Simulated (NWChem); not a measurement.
Program: NWChem. System: Pb, charge 1, spin multiplicity 2. Its SCF solution wasn't tested for a lower state. Level: UB3LYP/x2c-SVPall-2c, scalar ZORA, VWN1-RPA local correlation.

Job file:

```
start mol
memory heap 200 mb stack 900 mb global 1100 mb
charge 1
geometry units angstroms nocenter noautoz noautosym
  Pb     0.000000     0.000000     0.000000
end
basis spherical
  * library x2c-svpall-2c
end
relativistic
  zora on
end
dft
  xc b3lyp
  odft
  mult 2
  semidirect memsize 60000000 filesize 0
  iterations 100
  grid fine
end
task dft energy
```

Part of the output:

```
             Northwest Computational Chemistry Package (NWChem) 7.3.0
             --------------------------------------------------------

                                NWChem Input Module
                                -------------------

 Scaling coordinates for geometry "geometry" by  1.889725989
 (inverse scale =  0.529177249)

                             Geometry "geometry" -> ""
                             -------------------------

 Output coordinates in angstroms (scale by  1.889725989 to convert to a.u.)

  No.       Tag          Charge          X              Y              Z
 ---- ---------------- ---------- -------------- -------------- --------------
    1 Pb                  82.0000     0.00000000     0.00000000     0.00000000

 Effective nuclear repulsion energy (a.u.)       0.0000000000

            Nuclear Dipole moment (a.u.)
            ----------------------------
        X                 Y               Z
 ---------------- ---------------- ----------------
     0.0000000000     0.0000000000     0.0000000000


 Summary of "ao basis" -> "" (spherical)
 ------------------------------------------------------------------------------
       Tag                 Description            Shells   Functions and Types
 ---------------- ------------------------------  ------  ---------------------
 *                       x2c-svpall-2c                on all atoms

                                 NWChem DFT Module
                                 -----------------

 Summary of "ao basis" -> "ao basis" (spherical)
 ------------------------------------------------------------------------------
       Tag                 Description            Shells   Functions and Types
 ---------------- ------------------------------  ------  ---------------------
 Pb                      x2c-svpall-2c              27       89   7s11p7d2f

 Summary of "ao basis" -> "ao basis" (spherical)
 ------------------------------------------------------------------------------
       Tag                 Description            Shells   Functions and Types
 ---------------- ------------------------------  ------  ---------------------
 Pb                      x2c-svpall-2c              27       89   7s11p7d2f

            General Information
            -------------------
          SCF calculation type: DFT
          Wavefunction type:  spin polarized.
          No. of atoms     :     1
          No. of electrons :    81
           Alpha electrons :    41
            Beta electrons :    40
          Charge           :     1
          Spin multiplicity:     2
          Use of symmetry is: off; symmetry adaption is: off
          Maximum number of iterations: 100
          AO basis - number of functions:    89
                     number of shells:    27
          Convergence on energy requested:  1.00D-06
          Convergence on density requested:  1.00D-05
          Convergence on gradient requested:  5.00D-04

              XC Information
              --------------
                         B3LYP Method XC Potential
                     Hartree-Fock (Exact) Exchange  0.200
                        Slater Exchange Functional  0.800 local
                    Becke 1988 Exchange Functional  0.720 non-local
              Lee-Yang-Parr Correlation Functional  0.810
                  VWN I RPA Correlation Functional  0.190 local

             Grid Information
             ----------------
          Grid used for XC integration:  fine
          Radial quadrature: Mura-Knowles
[...]
    10      0.037748  1 Pb pz

 Vector   44  Occ=0.000000D+00  E=-6.298492D-02
              MO Center= -3.1D-13,  1.5D-12, -7.5D-13, r^2= 4.9D+00
   Bfn.  Coefficient  Atom+Function         Bfn.  Coefficient  Atom+Function
  ----- ------------  ---------------      ----- ------------  ---------------
     6      2.110229  1 Pb s                  7     -1.926202  1 Pb s
     5     -0.726114  1 Pb s                  4      0.181864  1 Pb s
     3     -0.134964  1 Pb s                  2      0.036561  1 Pb s

                     DFT Final Beta Molecular Orbital Analysis
                     -----------------------------------------

 Vector   38  Occ=1.000000D+00  E=-1.125582D+00
              MO Center= -1.3D-14,  7.0D-14, -4.3D-15, r^2= 5.4D-01
   Bfn.  Coefficient  Atom+Function         Bfn.  Coefficient  Atom+Function
  ----- ------------  ---------------      ----- ------------  ---------------
    55      1.024335  1 Pb d  2              50     -0.472052  1 Pb d  2
    51     -0.314616  1 Pb d -2              45      0.173887  1 Pb d  2
    46      0.144987  1 Pb d -2              41     -0.053408  1 Pb d -2

 Vector   39  Occ=1.000000D+00  E=-1.120551D+00
              MO Center= -7.1D-15,  3.3D-14,  1.0D-16, r^2= 5.4D-01
   Bfn.  Coefficient  Atom+Function         Bfn.  Coefficient  Atom+Function
  ----- ------------  ---------------      ----- ------------  ---------------
    51      0.886767  1 Pb d -2              53     -0.535582  1 Pb d  0
    46     -0.408590  1 Pb d -2              55      0.272363  1 Pb d  2
    48      0.246777  1 Pb d  0              41      0.150493  1 Pb d -2
    50     -0.125495  1 Pb d  2              43     -0.090894  1 Pb d  0
    45      0.046223  1 Pb d  2               6     -0.045588  1 Pb s

 Vector   40  Occ=1.000000D+00  E=-7.168220D-01
              MO Center= -3.6D-13,  4.7D-13, -4.7D-13, r^2= 1.6D+00
   Bfn.  Coefficient  Atom+Function         Bfn.  Coefficient  Atom+Function
  ----- ------------  ---------------      ----- ------------  ---------------
     6      1.012512  1 Pb s                  5     -0.816868  1 Pb s
     4      0.256802  1 Pb s                  7      0.253692  1 Pb s
     3     -0.167265  1 Pb s                  2      0.049849  1 Pb s
    51      0.040388  1 Pb d -2

 Vector   41  Occ=0.000000D+00  E=-3.441758D-01
              MO Center=  1.5D-13, -1.4D-13, -8.7D-12, r^2= 3.1D+00
   Bfn.  Coefficient  Atom+Function         Bfn.  Coefficient  Atom+Function
  ----- ------------  ---------------      ----- ------------  ---------------
    27      0.486458  1 Pb py                30      0.452302  1 Pb py
    26     -0.359475  1 Pb px                29     -0.334235  1 Pb px
    18     -0.209297  1 Pb py                15      0.179642  1 Pb py
    24     -0.172522  1 Pb py                17      0.154663  1 Pb px
    14     -0.132749  1 Pb px                23      0.127487  1 Pb px

 Vector   42  Occ=0.000000D+00  E=-3.441758D-01
              MO Center=  8.6D-13, -4.2D-12,  3.2D-14, r^2= 3.1D+00
   Bfn.  Coefficient  Atom+Function         Bfn.  Coefficient  Atom+Function
  ----- ------------  ---------------      ----- ------------  ---------------
    28      0.604866  1 Pb pz                31      0.562397  1 Pb pz
    19     -0.260242  1 Pb pz                16      0.223369  1 Pb pz
    25     -0.214515  1 Pb pz                13     -0.117801  1 Pb pz
    10      0.037426  1 Pb pz

 Vector   43  Occ=0.000000D+00  E=-3.154231D-01
              MO Center=  1.2D-13,  3.9D-13, -9.1D-13, r^2= 3.2D+00
   Bfn.  Coefficient  Atom+Function         Bfn.  Coefficient  Atom+Function
  ----- ------------  ---------------      ----- ------------  ---------------
    29      0.480641  1 Pb px                26      0.452961  1 Pb px
    30      0.355176  1 Pb py                27      0.334722  1 Pb py
    17     -0.206194  1 Pb px                14      0.175380  1 Pb px
    23     -0.161246  1 Pb px                18     -0.152370  1 Pb py
    15      0.129599  1 Pb py                24     -0.119155  1 Pb py

   alpha - beta orbital overlaps
   -----------------------------

   alpha      1      2      3      4      5      6      7      8      9     10
    beta      1      2      3      4      5      6      7      8      9     10
 overlap   1.000  1.000  1.000  1.000  1.000  1.000  1.000  1.000  1.000  1.000

   alpha     11     12     13     14     15     16     17     18     19     20
    beta     11     12     13     14     15     16     17     18     19     20
 overlap   1.000  1.000  1.000  1.000  1.000  1.000  1.000  1.000  1.000  1.000

   alpha     21     22     23     24     25     26     27     28     29     30
    beta     21     22     23     24     25     26     27     28     29     30
 overlap   1.000  1.000  1.000  1.000  1.000  1.000  1.000  1.000  1.000  1.000

   alpha     31     32     33     34     35     36     37     38     39     40
    beta     31     32     33     34     35     36     37     38     39     40
 overlap   1.000  1.000  1.000  1.000  1.000  1.000  1.000  1.000  1.000  0.999

   alpha     41     42     43     44     45     46     47     48     49     50
    beta     43     41     42     44     49     45     46     50     51     52
 overlap   0.999  1.000  1.000  0.998  0.999  1.000  1.000  1.000  1.000  0.997

   alpha     51     52     53     54     55     56     57     58     59     60
    beta     47     48     53     54     55     56     57     58     59     60
 overlap   1.000  1.000  1.000  1.000  1.000  1.000  1.000  1.000  1.000  1.000

   alpha     61     62     63     64     65     66     67     68     69     70
    beta     61     62     63     64     65     66     67     68     69     70
 overlap   1.000  1.000  1.000  1.000  1.000  1.000  1.000  1.000  1.000  1.000

   alpha     71     72     73     74     75     76     77     78     79     80
    beta     71     72     73     74     75     76     77     78     79     80
 overlap   1.000  1.000  1.000  1.000  1.000  1.000  1.000  1.000  1.000  1.000

   alpha     81     82     83     84     85     86     87     88     89
    beta     81     82     83     84     85     86     87     88     89
 overlap   1.000  1.000  1.000  1.000  1.000  1.000  1.000  1.000  1.000

     --------------------------
     Expectation value of S2:
     --------------------------
      <S2> =      0.7512 (Exact =     0.7500)

 Task  times  cpu:       48.1s     wall:       48.1s

 Total times  cpu:       48.2s     wall:       48.2s
```
